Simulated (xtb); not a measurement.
xtb input (GFN1-xTB):

```bash
xtb mol.xyz --gfn 1 --sp --chrg -1 --uhf 0
```
mol.xyz:
```
11

N     -1.08570995     2.09126386     0.52831826
Si    -0.79973773     0.36362525     0.86162133
N      0.46956585    -0.37993518     0.14297970
Si     1.12208509    -1.24153157    -1.08865041
H     -1.27682162     2.25898347    -0.45447414
H     -0.27614357     2.65789201     0.76084377
H     -0.69762275     0.37843255     2.36305853
H     -2.16103295    -0.21364038     0.55573101
H      1.84751455    -0.43873984    -2.14913532
H      2.17920211    -2.23853883    -0.67339768
H      0.18504987    -2.09300118    -1.92330499
```

End of the output:

```
         :::::::::::::::::::::::::::::::::::::::::::::::::::::
         ::                     SUMMARY                     ::
         :::::::::::::::::::::::::::::::::::::::::::::::::::::
         :: total energy             -14.225528099255 Eh    ::
         :: gradient norm              0.078992229805 Eh/a0 ::
         :: HOMO-LUMO gap              5.995682183035 eV    ::
         ::.................................................::
         :: SCC energy               -14.354578169257 Eh    ::
         :: -> electrostatic           0.146087387457 Eh    ::
         :: repulsion energy           0.132671113297 Eh    ::
         :: dispersion energy         -0.003621043295 Eh    ::
         :: halogen bond corr.         0.000000000000 Eh    ::
         :: add. restraining           0.000000000000 Eh    ::
         :: total charge              -1.000000000000 e     ::
         :::::::::::::::::::::::::::::::::::::::::::::::::::::

           -------------------------------------------------
          |                Property Printout                |
           -------------------------------------------------

    * Orbital Energies and Occupations

         #    Occupation            Energy/Eh            Energy/eV
      -------------------------------------------------------------
         1        2.0000           -0.5587728             -15.2050
         2        2.0000           -0.4994840             -13.5917
         3        2.0000           -0.4020820             -10.9412
         4        2.0000           -0.3717714             -10.1164
         5        2.0000           -0.3666382              -9.9767
         6        2.0000           -0.2972281              -8.0880
         7        2.0000           -0.2823944              -7.6843
         8        2.0000           -0.2806572              -7.6371
         9        2.0000           -0.2737100              -7.4480
        10        2.0000           -0.2649732              -7.2103
        11        2.0000           -0.2425486              -6.6001
        12        2.0000           -0.2087429              -5.6802
        13        2.0000           -0.2035627              -5.5392 (HOMO)
        14                          0.0167745               0.4565 (LUMO)
        15                          0.0373879               1.0174
        16                          0.0453583               1.2343
Note: The following floating-point exceptions are signalling: IEEE_DENORMAL
normal termination of xtb
        17                          0.0503670               1.3706
        18                          0.0736834               2.0050
        19                          0.0770919               2.0978
        20                          0.0925145               2.5174
        21                          0.1231053               3.3499
        22                          0.1275199               3.4700
        23                          0.1278731               3.4796
        24                          0.1364311               3.7125
       ...                                ...                  ...
        40                          1.8343641              49.9156
      -------------------------------------------------------------
                  HL-Gap            0.2203373 Eh            5.9957 eV
             Fermi-level           -0.0933941 Eh           -2.5414 eV

  Mulliken/CM5 charges         n(s)   n(p)   n(d)
     1N    -0.54538 -0.94957   1.460  4.085  0.000
     2Si    0.21547  0.12718   1.068  1.862  0.855
     3N    -0.45178 -0.56410   1.449  4.003  0.000
     4Si    0.09094 -0.08380   1.133  2.026  0.750
     5H     0.17164  0.36294   0.828  0.000  0.000
     6H     0.16976  0.36111   0.830  0.000  0.000
     7H    -0.12698 -0.04361   1.127  0.000  0.000
     8H    -0.12380 -0.04161   1.124  0.000  0.000
     9H    -0.13440 -0.05744   1.134  0.000  0.000
    10H    -0.13402 -0.05626   1.134  0.000  0.000
    11H    -0.13145 -0.05483   1.131  0.000  0.000

Wiberg/Mayer (AO) data.
largest (>0.10) Wiberg bond orders for each atom

 ---------------------------------------------------------------------------
     #   Z sym  total        # sym  WBO       # sym  WBO       # sym  WBO
 ---------------------------------------------------------------------------
     1   7 N    3.070 --     2 Si   1.138     6 H    0.936     5 H    0.935
     2  14 Si   4.884 --     3 N    1.593     1 N    1.138     7 H    0.940
                             8 H    0.937     4 Si   0.199
     3   7 N    3.402 --     4 Si   1.700     2 Si   1.593
     4  14 Si   4.742 --     3 N    1.700    10 H    0.942     9 H    0.941
                            11 H    0.939     2 Si   0.199
     5   1 H    0.979 --     1 N    0.935
     6   1 H    0.980 --     1 N    0.936
     7   1 H    0.984 --     2 Si   0.940
     8   1 H    0.983 --     2 Si   0.937
     9   1 H    0.982 --     4 Si   0.941
    10   1 H    0.982 --     4 Si   0.942
    11   1 H    0.981 --     4 Si   0.939
 ---------------------------------------------------------------------------

Topologies differ in total number of bonds
Writing topology from bond orders to xtbtopo.mol

 dipole moment from electron density (au)
     X       Y       Z
  -0.1444   1.1121  -0.3436  total (Debye):    2.981

           -------------------------------------------------
          | TOTAL ENERGY              -14.225528099255 Eh   |
          | GRADIENT NORM               0.078992229805 Eh/α |
          | HOMO-LUMO GAP               5.995682183035 eV   |
           -------------------------------------------------

------------------------------------------------------------------------
------------------------------------------------------------------------
 total:
 SCF:
```

It need not be the lowest isomer of its formula. Whether it binds its extra electron was not tested at this geometry.
